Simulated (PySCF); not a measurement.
C$_{3}$H$_{5}$ (SMILES C=[C]C), doublet, geometry from GFN2-xTB, with bond 4-1 at 1.25 times its length; PBE/6-31G** (PySCF).

PySCF was given this input:
```python
from pyscf import gto, scf, dft

mol = gto.Mole()
mol.atom = '''
    C     1.31352899    0.25622584   -0.02192716
    C     0.02590858    0.37408297   -0.01022305
    H     1.83787885   -0.70392499   -0.00249333
    H     2.13479079    1.32764324   -0.05981185
    C    -1.20640148   -0.39885089    0.02447718
    H    -1.00835162   -1.47840810    0.05083729
    H    -1.78896803   -0.13645457    0.90819127
    H    -1.80931420   -0.18331958   -0.85826214
'''
mol.basis = '6-31g**'
mol.spin = 1
mol.verbose = 5
mol.build()

mf = dft.UKS(mol)
mf.xc = 'pbe'
mf.kernel()
mo_i, mo_e, stable_i, stable_e = mf.stability(internal=True, external=False, return_status=True, nroots=6, tol=1e-6)
print('internally stable:', stable_i, ' externally stable:', stable_e)
if not stable_i:
    umf = mf.copy()
    umf.scf_summary = {}
    umf.kernel(umf.make_rdm1(mo_i, mf.mo_occ))
mf.analyze()
```

What the program printed (banner, timings and long lists left out):

```
PySCF version 2.14.0

[INPUT] verbose = 5
[INPUT] max_memory = 4000
[INPUT] num. atoms = 8
[INPUT] num. electrons = 23
[INPUT] charge = 0
[INPUT] spin (= nelec alpha-beta = 2S) = 1
[INPUT] symmetry False subgroup None
[INPUT] Mole.unit = angstrom
[INPUT] Symbol           X                Y                Z      unit          X                Y                Z       unit  Magmom
[...]
[INPUT] ---------------- BASIS SET ----------------
[INPUT] l, kappa, [nprim/nctr], expnt,             c_1 c_2 ...
[INPUT] C
[...]
                                457.36951         0.0140373
                                103.94869         0.0688426
                                29.210155         0.2321844
                                9.286663          0.4679413
                                3.163927          0.362312
[...]
                                1.8812885         -0.1608542
                                0.5442493         1.1434564
[...]
                                1.8812885         0.316424
                                0.5442493         0.7443083
[...]
[INPUT] H
[...]
                                2.8253937         0.23472695
                                0.6401217         0.81375733
[...]
nuclear repulsion = 63.4181171613231
number of shells = 33
number of NR pGTOs = 116
number of NR cGTOs = 67
basis = 6-31g**
ecp = {}

******** <class 'pyscf.dft.uks.UKS'> ********
method = UKS
initial guess = minao
damping factor = 0
level_shift factor = 0
DIIS = <class 'pyscf.scf.diis.CDIIS'>
diis_start_cycle = 1
diis_space = 8
diis_damp = 0
SCF conv_tol = 1e-09
SCF conv_tol_grad = None
SCF max_cycles = 50
direct_scf = True
direct_scf_tol = 1e-13
number electrons alpha = 12  beta = 11
XC library pyscf.dft.libxc version 7.1.2
    S. Lehtola, C. Steigemann, M. J. T. Oliveira, and M. A. L. Marques,  SoftwareX 7, 1–5 (2018)
XC functionals = pbe
    J. P. Perdew, K. Burke, and M. Ernzerhof,  Phys. Rev. Lett. 77, 3865 (1996)
    J. P. Perdew, K. Burke, and M. Ernzerhof,  Phys. Rev. Lett. 78, 1396 (1997)
    J. P. Perdew, K. Burke, and M. Ernzerhof,  Phys. Rev. Lett. 77, 3865 (1996)
    J. P. Perdew, K. Burke, and M. Ernzerhof,  Phys. Rev. Lett. 78, 1396 (1997)
radial grids:
    Treutler-Ahlrichs [JCP 102, 346 (1995); DOI:10.1063/1.469408] (M4) radial grids

becke partition: Becke, JCP 88, 2547 (1988); DOI:10.1063/1.454033
pruning grids: <function nwchem_prune>
grids dens level: 3
symmetrized grids: False
atomic radii adjust function: <function treutler_atomic_radii_adjust>
small_rho_cutoff = 0
Set gradient conv threshold to 3.16228e-05
atom C rad-grids = 75, ang-grids = [ 50  50  50  50  50  50  50  50  50  50  50  50  50  50  50  50  50  50
  50  50  50  50  86  86  86  86  86  86  86  86  86  86 266 266 266 266
 266 266 302 302 302 302 302 302 302 302 302 302 302 302 302 302 302 302
 302 302 302 302 266 266 266 266 266 266 266 266 266 266 266 266 266 266
 266 266 266]
atom H rad-grids = 50, ang-grids = [ 50  50  50  50  50  50  50  50  50  50  50  50  50  50  50  86  86  86
  86 266 266 266 266 266 302 302 302 302 302 302 302 302 302 302 302 302
 302 266 266 266 266 266 266 266 266 266 266 266 266 266]
tot_boxes 2340, boxes in each direction [13 11 10]
Padding 6 grids
tot grids = 91400
nelec by numeric integration = [11.49427913 11.49427913]
E1 = -279.87316519234696  E2 = 99.38658269836847  Ecoul = 117.10327628204459  Exc = -17.71669358367612
init E= -117.068465332655
cond(S) = 1230.6066116201082

  alpha mo_energy =
[-1.00022722e+01 -9.99108622e+00 -9.98648810e+00 -8.04531522e-01
 -7.22200223e-01 -5.28519151e-01 -4.72406209e-01 -4.53981664e-01
 -4.52275882e-01 -3.88757096e-01 -3.06066734e-01 -1.96725524e-01
 -6.41044734e-02  6.92624102e-03  6.45469666e-02  9.34361096e-02
  9.83886510e-02  1.03873301e-01  1.73257693e-01  3.00108326e-01
  3.63674829e-01  4.30091710e-01  4.61461492e-01  5.03655305e-01
  5.24177419e-01  5.73201254e-01  5.93296196e-01  5.97957149e-01
  6.62162967e-01  6.84987658e-01  7.48140986e-01  7.49534400e-01
  7.90434739e-01  8.03589219e-01  9.43486045e-01  1.02963358e+00
  1.14223082e+00  1.27969325e+00  1.32507532e+00  1.38308830e+00
  1.43689700e+00  1.47484831e+00  1.68222378e+00  1.69658075e+00
  1.76837977e+00  1.85166853e+00  1.91225670e+00  1.94078290e+00
  1.94544587e+00  1.98280794e+00  2.03598784e+00  2.11913216e+00
  2.21243563e+00  2.21845883e+00  2.29741777e+00  2.46203102e+00
  2.47591143e+00  2.48021447e+00  2.60930686e+00  2.68300459e+00
  2.76181060e+00  2.82907593e+00  2.93529528e+00  3.04527705e+00
  3.26639872e+00  3.28153734e+00  3.35413176e+00]
  beta  mo_energy =
[-1.00022722e+01 -9.99108622e+00 -9.98648810e+00 -8.04531522e-01
 -7.22200223e-01 -5.28519151e-01 -4.72406209e-01 -4.53981664e-01
 -4.52275882e-01 -3.88757096e-01 -3.06066734e-01 -1.96725524e-01
 -6.41044734e-02  6.92624102e-03  6.45469666e-02  9.34361096e-02
  9.83886510e-02  1.03873301e-01  1.73257693e-01  3.00108326e-01
  3.63674829e-01  4.30091710e-01  4.61461492e-01  5.03655305e-01
  5.24177419e-01  5.73201254e-01  5.93296196e-01  5.97957149e-01
  6.62162967e-01  6.84987658e-01  7.48140986e-01  7.49534400e-01
  7.90434739e-01  8.03589219e-01  9.43486045e-01  1.02963358e+00
  1.14223082e+00  1.27969325e+00  1.32507532e+00  1.38308830e+00
  1.43689700e+00  1.47484831e+00  1.68222378e+00  1.69658075e+00
  1.76837977e+00  1.85166853e+00  1.91225670e+00  1.94078290e+00
  1.94544587e+00  1.98280794e+00  2.03598784e+00  2.11913216e+00
  2.21243563e+00  2.21845883e+00  2.29741777e+00  2.46203102e+00
  2.47591143e+00  2.48021447e+00  2.60930686e+00  2.68300459e+00
  2.76181060e+00  2.82907593e+00  2.93529528e+00  3.04527705e+00
  3.26639872e+00  3.28153734e+00  3.35413176e+00]
multiplicity <S^2> = 0.75  2S+1 = 2
nelec by numeric integration = [11.999998   10.99999912]
E1 = -283.8916496513341  E2 = 103.49645615353035  Ecoul = 121.56589026273457  Exc = -18.069434109204217
cycle= 1 E= -116.977076336481  delta_E= 0.0914  |g|= 0.308  |ddm|=  1.8
  alpha mo_energy =
[...]
converged SCF energy = -117.035267518212  <S^2> = 0.75805208  2S+1 = 2.0080359
<class 'pyscf.dft.uks.UKS'> wavefunction is stable in the internal stability analysis
internally stable: True  externally stable: None
Total Energy =                        -117.035267518211569
[...]
               #66       #67
0 C 1s           0.00047   0.00137
0 C 2s          -0.00919  -0.02060
0 C 3s           0.00204   0.00762
0 C 2px          0.00821  -0.01029
0 C 2py          0.00110   0.03172
0 C 2pz         -0.00012  -0.00072
0 C 3px         -0.01395  -0.00028
0 C 3py          0.00077   0.04056
0 C 3pz          0.00014  -0.00107
0 C 3dxy         0.04634   0.56175
0 C 3dyz        -0.00060   0.00444
0 C 3dz^2        0.03977   0.16095
0 C 3dxz         0.00039  -0.01322
0 C 3dx2-y2     -0.07132   0.13249
1 C 1s          -0.00046  -0.00064
1 C 2s           0.00887   0.00404
1 C 3s           0.03205   0.03766
1 C 2px          0.00836  -0.00658
1 C 2py         -0.00376  -0.00299
1 C 2pz          0.00000   0.00016
1 C 3px          0.03468  -0.05034
1 C 3py         -0.02222  -0.05877
1 C 3pz          0.00019   0.00214
1 C 3dxy        -0.01802   0.28765
1 C 3dyz        -0.00076  -0.00601
1 C 3dz^2       -0.10922  -0.12030
1 C 3dxz        -0.00346  -0.01127
1 C 3dx2-y2      0.15269   0.10713
2 H 1s           0.00091   0.03953
2 H 2s          -0.00900  -0.08484
2 H 2px          0.01378  -0.23564
2 H 2py          0.03613   0.59745
2 H 2pz         -0.00112  -0.01314
3 H 1s          -0.00135  -0.01071
3 H 2s           0.00037   0.01568
3 H 2px          0.01531   0.11593
3 H 2py          0.00976   0.19018
3 H 2pz         -0.00044  -0.00638
4 C 1s          -0.00003   0.00026
4 C 2s           0.00329  -0.00045
4 C 3s          -0.00048   0.00025
4 C 2px         -0.02588  -0.00555
4 C 2py          0.03856  -0.00891
4 C 2pz         -0.00072   0.00030
4 C 3px         -0.00777   0.00945
4 C 3py          0.02026   0.00504
4 C 3pz         -0.00045  -0.00024
4 C 3dxy        -0.03692  -0.14215
4 C 3dyz         0.02970   0.00059
4 C 3dz^2        0.39133   0.03634
4 C 3dxz         0.00389   0.00568
4 C 3dx2-y2      0.42476  -0.10239
5 H 1s           0.04012  -0.00729
5 H 2s          -0.07071   0.01292
5 H 2px         -0.13858   0.00193
5 H 2py          0.58421  -0.11859
5 H 2pz         -0.01390   0.00312
6 H 1s          -0.02259  -0.00100
6 H 2s           0.04128  -0.00032
6 H 2px         -0.14639  -0.03132
6 H 2py          0.05398  -0.00501
6 H 2pz          0.30951   0.02459
7 H 1s          -0.02259  -0.00100
7 H 2s           0.04128  -0.00032
7 H 2px         -0.15349  -0.03188
7 H 2py          0.03757  -0.00629
7 H 2pz         -0.30846  -0.02356

To work with the spin densities directly, `use mulliken_meta_spin()` only printing them here.

 ** Mulliken spin pop alpha/beta on meta-lowdin orthogonal AOs **
 ** Mulliken Spin Density (per AO)  **
spin_pop of  0 C 1s        0.00000
spin_pop of  0 C 2s       -0.01478
spin_pop of  0 C 3s        0.00025
spin_pop of  0 C 2px      -0.01286
spin_pop of  0 C 2py      -0.02858
spin_pop of  0 C 2pz      -0.07039
spin_pop of  0 C 3px       0.00088
spin_pop of  0 C 3py       0.00038
spin_pop of  0 C 3pz      -0.00019
spin_pop of  0 C 3dxy      0.00049
spin_pop of  0 C 3dyz      0.00000
spin_pop of  0 C 3dz^2     0.00009
spin_pop of  0 C 3dxz      0.00002
spin_pop of  0 C 3dx2-y2    0.00002
spin_pop of  1 C 1s       -0.00001
spin_pop of  1 C 2s        0.10229
spin_pop of  1 C 3s        0.00222
spin_pop of  1 C 2px       0.06062
spin_pop of  1 C 2py       0.66327
spin_pop of  1 C 2pz       0.06890
spin_pop of  1 C 3px      -0.00018
spin_pop of  1 C 3py       0.00181
spin_pop of  1 C 3pz       0.00002
spin_pop of  1 C 3dxy     -0.00026
spin_pop of  1 C 3dyz     -0.00014
spin_pop of  1 C 3dz^2     0.00025
spin_pop of  1 C 3dxz     -0.00008
spin_pop of  1 C 3dx2-y2   -0.00050
spin_pop of  2 H 1s        0.07415
spin_pop of  2 H 2s        0.00061
spin_pop of  2 H 2px      -0.00003
spin_pop of  2 H 2py       0.00003
spin_pop of  2 H 2pz      -0.00002
spin_pop of  3 H 1s        0.09423
spin_pop of  3 H 2s        0.00053
spin_pop of  3 H 2px      -0.00001
spin_pop of  3 H 2py       0.00002
spin_pop of  3 H 2pz      -0.00001
spin_pop of  4 C 1s        0.00000
spin_pop of  4 C 2s       -0.00239
spin_pop of  4 C 3s        0.00009
spin_pop of  4 C 2px      -0.00941
spin_pop of  4 C 2py      -0.00832
spin_pop of  4 C 2pz      -0.00217
spin_pop of  4 C 3px       0.00016
spin_pop of  4 C 3py       0.00051
spin_pop of  4 C 3pz       0.00004
spin_pop of  4 C 3dxy     -0.00002
spin_pop of  4 C 3dyz      0.00001
spin_pop of  4 C 3dz^2     0.00002
spin_pop of  4 C 3dxz      0.00003
spin_pop of  4 C 3dx2-y2    0.00048
spin_pop of  5 H 1s        0.06292
spin_pop of  5 H 2s        0.00082
spin_pop of  5 H 2px       0.00008
spin_pop of  5 H 2py      -0.00003
spin_pop of  5 H 2pz       0.00000
spin_pop of  6 H 1s        0.00694
spin_pop of  6 H 2s        0.00010
spin_pop of  6 H 2px       0.00000
spin_pop of  6 H 2py      -0.00000
spin_pop of  6 H 2pz       0.00001
spin_pop of  7 H 1s        0.00694
spin_pop of  7 H 2s        0.00010
spin_pop of  7 H 2px       0.00000
spin_pop of  7 H 2py      -0.00000
spin_pop of  7 H 2pz       0.00001
 ** Mulliken Spin Density (per atom)  **
spin density of  0 C =     -0.12466
spin density of  1 C =      0.89822
spin density of  2 H =      0.07476
spin density of  3 H =      0.09476
spin density of  4 C =     -0.02098
spin density of  5 H =      0.06379
spin density of  6 H =      0.00706
spin density of  7 H =      0.00706
 ** Mulliken pop alpha/beta on meta-lowdin orthogonal AOs **
 ** Mulliken pop       alpha | beta **
In total            12.00000 | 11.00000
 ** Mulliken atomic charges   ( Nelec_alpha | Nelec_beta ) **
charge of  0C =     -0.24625  (     3.06079      3.18545 )
charge of  1C =     -0.01322  (     3.45572      2.55750 )
charge of  2H =      0.12079  (     0.47698      0.40223 )
charge of  3H =      0.07449  (     0.51013      0.41537 )
charge of  4C =     -0.32911  (     3.15407      3.17504 )
charge of  5H =      0.12421  (     0.46979      0.40600 )
charge of  6H =      0.13454  (     0.43626      0.42920 )
charge of  7H =      0.13454  (     0.43626      0.42920 )
Dipole moment(X, Y, Z, Debye): -0.69624, -0.83255,  0.03010
```
